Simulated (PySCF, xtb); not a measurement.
B(CF3)(Cl)(H) (CHBClF3), SMILES ClBC(F)(F)F.

Harmonic wavenumbers (cm⁻¹) from GFN2-xTB in xtb 6.7.1 at its own minimum, in rising order: 19, 143, 232, 306, 455, 460, 565, 693, 725, 861, 1003, 1007, 1065, 1151, 2651.

### Question
What does B3LYP-D3(BJ)/def2-SVP (PySCF) give at its own minimum? (The exact figures need the calculation; the answer reports its results.)

### Answer
21, 171, 285, 319, 514, 521, 623, 791, 828, 897, 1085, 1133, 1201, 1361, 2697. Paired by order, the mean absolute difference is 74 cm⁻¹ and the zero-point energies are 16.2 and 17.8 kcal/mol.
